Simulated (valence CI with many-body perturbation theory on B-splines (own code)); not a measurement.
# Nb IX: electric-dipole lines

Method: valence CI with perturbative core correlation (CI+MBPT): five valence electrons over a frozen Dirac-Fock core [Ar] 3d10, radial functions for each j: 9 s, 9 p, 8 d, 6 f, 3 g, 1 h, with the one-electron correlation potential Σ1, the two-electron term Σ2, the three-electron term Σ3, Breit, model QED; selected CI, second order for the rest, scaled by the run's own slope (own B-spline code, finite nucleus).

No measured spectrum was set against this ion. As an estimate, levels hold to about 250 cm⁻¹ or 0.2 % of their energy and the worst to 1 %, as in measured heavy ions of charge 2 to 7; those with d or f electrons hold less well. Among the levels kept, up to 760 cm⁻¹ of a level comes from second order outside the variational space, and about a tenth of that is noise between levels of different J, which matters for small intervals.

Lines 1 to 50 of 178 in falling wavelength, among levels below 511350 cm⁻¹, chosen from the strongest by gf and those to the six lowest levels. Wavelengths and rates use the calculated energies, so an error of 600 cm⁻¹ moves a line at 136.7 nm by 0.82 % and its rate by three times that or more. Electric multipoles are in the length gauge, E1 and E2 with the static RPA response of the core. Weak lines are less certain than strong ones. Lines between different terms over intervals too small for the method are left out, as are lines whose strength nearly cancels. The highest levels of a list are the least certain.

Names give the largest LS component (configuration and term), which can be under half, so a name can repeat, a term be missing and a line seem to break the LS rules; names also repeat where a configuration has a term twice. Letters in brackets count levels of one name in rising energy.

```
λ vac (nm)            Upper                Lower   A (s⁻¹)  S (a.u.)
     136.7      4p⁵ ²P°_3/2  4s²4p²4d ²D_5/2 [a]  1.31e+06  6.62e-03
     116.8      4p⁵ ²P°_1/2  4s²4p²4d ²D_3/2 [b]  3.81e+06  5.99e-03
     108.0      4p⁵ ²P°_3/2  4s²4p²4d ²P_1/2 [a]  4.34e+06  1.08e-02
     95.29      4p⁵ ²P°_1/2      4s²4p²4d ⁴P_1/2  7.36e+06  6.29e-03
     95.02  4s4p³4d ⁶D°_5/2      4s²4p²4d ⁴P_3/2  2.73e+06  6.93e-03
     92.91      4p⁵ ²P°_3/2  4s²4p²4d ²P_3/2 [a]  4.00e+07  6.33e-02
     91.43  4s4p³4d ⁶D°_7/2      4s²4p²4d ⁴P_5/2  5.10e+06  1.54e-02
     89.40      4p⁵ ²P°_1/2  4s²4p²4d ²P_1/2 [a]  2.40e+07  1.69e-02
     78.82      4p⁵ ²P°_1/2  4s²4p²4d ²P_3/2 [a]  2.12e+07  1.03e-02
     75.38      4p⁵ ²P°_3/2      4s²4p²4d ⁴D_3/2  6.37e+06  5.39e-03
     71.07  4s4p³4d ⁶D°_3/2      4s²4p²4d ⁴D_5/2  4.26e+06  3.02e-03
     70.82  4s4p³4d ⁶D°_5/2      4s²4p²4d ⁴D_5/2  3.82e+06  4.02e-03
     69.74     4s4p⁴ ⁴P_5/2       4s²4p³ ²P°_3/2  3.99e+06  4.00e-03
     68.24  4s4p³4d ⁶D°_7/2      4s²4p²4d ⁴F_9/2  2.65e+06  3.33e-03
     68.15  4s4p³4d ⁶D°_1/2      4s²4p²4d ⁴D_3/2  1.06e+07  3.32e-03
     67.97  4s4p³4d ⁶D°_3/2      4s²4p²4d ⁴D_3/2  1.01e+07  6.27e-03
     67.75  4s4p³4d ⁶D°_5/2  4s²4p²4d ²F_7/2 [a]  3.32e+06  3.06e-03
     67.65  4s4p³4d ⁶D°_9/2      4s²4p²4d ⁴F_9/2  2.27e+07  3.46e-02
     67.56  4s4p³4d ⁶D°_1/2      4s²4p²4d ⁴D_1/2  1.27e+07  3.86e-03
     67.43  4s4p³4d ⁶D°_7/2  4s²4p²4d ²F_7/2 [a]  3.70e+06  4.48e-03
     66.85  4s4p³4d ⁶D°_9/2  4s²4p²4d ²F_7/2 [a]  3.25e+06  4.79e-03
     65.83      4p⁵ ²P°_1/2      4s²4p²4d ⁴D_3/2  9.47e+06  2.67e-03
     65.79      4p⁵ ²P°_3/2      4s²4p²4d ⁴F_3/2  6.52e+06  3.66e-03
     65.45  4s4p³4d ⁶D°_5/2  4s²4p²4d ²F_5/2 [a]  4.61e+06  3.83e-03
     65.28      4p⁵ ²P°_1/2      4s²4p²4d ⁴D_1/2  2.55e+07  7.01e-03
     64.72  4s4p³4d ⁶D°_7/2      4s²4p²4d ⁴F_7/2  1.67e+07  1.79e-02
     64.19     4s4p⁴ ⁴P_3/2       4s²4p³ ²P°_3/2  3.11e+07  1.63e-02
     64.19  4s4p³4d ⁶D°_9/2      4s²4p²4d ⁴F_7/2  1.12e+07  1.47e-02
     62.53     4s4p⁴ ⁴P_1/2       4s²4p³ ²P°_3/2  8.68e+06  2.10e-03
     61.79  4s4p³4d ⁶D°_5/2      4s²4p²4d ⁴F_5/2  7.97e+06  5.57e-03
     61.53  4s4p³4d ⁶D°_7/2      4s²4p²4d ⁴F_5/2  6.57e+06  6.05e-03
     60.96      4p⁵ ²P°_3/2         4s4p⁴ ²P_1/2  7.10e+07  3.18e-02
     59.62     4s4p⁴ ⁴P_3/2       4s²4p³ ²P°_1/2  6.06e+05  2.53e-04
     58.19     4s4p⁴ ⁴P_1/2       4s²4p³ ²P°_1/2  5.38e+07  1.05e-02
     57.46     4s4p⁴ ⁴P_5/2       4s²4p³ ²D°_5/2  6.98e+07  3.92e-02
     55.19     4s4p⁴ ⁴P_5/2       4s²4p³ ²D°_3/2  1.00e+08  4.98e-02
     54.56      4p⁵ ²P°_1/2         4s4p⁴ ²P_1/2  1.89e+09  3.02e-01
     54.46      4p⁵ ²P°_3/2         4s4p⁴ ²P_3/2  2.09e+09  6.66e-01
     53.67      4p⁵ ²P°_3/2         4s4p⁴ ²S_1/2  6.45e+08  1.97e-01
     53.64     4s4p⁴ ⁴P_3/2       4s²4p³ ²D°_5/2  2.33e+07  7.09e-03
     52.38     4s4p⁴ ²D_3/2       4s²4p³ ²P°_3/2  4.10e+07  1.16e-02
     51.65     4s4p⁴ ⁴P_3/2       4s²4p³ ²D°_3/2  4.57e+05  1.24e-04
     51.34     4s4p⁴ ²D_5/2       4s²4p³ ²P°_3/2  6.54e+08  2.62e-01
     50.57     4s4p⁴ ⁴P_1/2       4s²4p³ ²D°_3/2  3.64e+07  4.65e-03
     49.30     4s4p⁴ ²D_3/2       4s²4p³ ²P°_1/2  2.63e+08  6.21e-02
     49.29      4p⁵ ²P°_1/2         4s4p⁴ ²P_3/2  2.15e+09  2.55e-01
     48.65      4p⁵ ²P°_1/2         4s4p⁴ ²S_1/2  3.61e+08  4.10e-02
     48.49     4s4p⁴ ⁴P_5/2       4s²4p³ ⁴S°_3/2  1.54e+09  5.19e-01
     45.81      4p⁵ ²P°_3/2         4s4p⁴ ²D_5/2  3.87e+09  7.34e-01
     45.74     4s4p⁴ ⁴P_3/2       4s²4p³ ⁴S°_3/2  1.99e+09  3.76e-01
```
